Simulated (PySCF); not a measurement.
1,2-dichlorocyclobutene (C4H4Cl2), SMILES ClC1=C(Cl)CC1. Atoms are numbered in the order given.

```xyz
10

Cl    -1.8672     0.0000    -0.9726
C     -0.6722     0.0000     0.2566
C      0.6722     0.0000     0.2566
Cl     1.8672     0.0000    -0.9726
C      0.7859     0.0000     1.7655
C     -0.7859     0.0000     1.7655
H      1.2475    -0.9002     2.2011
H      1.2475     0.9002     2.2011
H     -1.2475     0.9002     2.2011
H     -1.2475    -0.9002     2.2011
```
Charge 0, spin multiplicity 1.

The structure is a stationary point at B3LYP-D3(BJ)/def2-SVP.

Method: B3LYP/pcSseg-1 in PySCF.

GIAO shieldings, no solvent; atoms alike by connectivity are averaged. δ = σ(ref) − σ: ³⁵Cl against HCl (σ = 933.3 ppm); ¹³C against TMS (σ = 181.3 ppm); ¹H against TMS (σ = 31.68 ppm), references at their B3LYP-D3(BJ)/def2-TZVP geometries, non-relativistic (without spin–orbit terms, shifts of atoms bonded to Cl or Br come out too high).

```tsv
nucleus	atoms	count	δ (ppm)
³⁵Cl	Cl1, Cl4	2	237.3
¹³C	C2, C3	2	142.3
¹³C	C5, C6	2	39.2
¹H	H7, H8, H9, H10	4	2.85
```
